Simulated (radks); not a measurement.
Results of a calculation; reference values are marked as such.
Question: Valence configurations of O IV (all share [He]). Level of theory: non-relativistic Kohn-Sham, BLYP, spin-polarised, spherical densities, point nucleus; open shells are filled with parallel spins first (a radial shooting solver on a logarithmic mesh with Libxc functionals). Order these by energy: 2p3; 2s1.5 2p1.5; 2s1 2p2; 2s0.5 2p2.5; 2s2 2p1.

Answer: From the lowest, in eV above it: 2s2 2p1 0.000; 2s1.5 2p1.5 4.961; 2s1 2p2 8.524; 2s0.5 2p2.5 15.754; 2p3 22.983. NIST lists [He] 2s2 2p1 as the ground configuration; this level of theory agrees among the configurations tried. The energies are those of spherical high-spin densities, not of single terms.
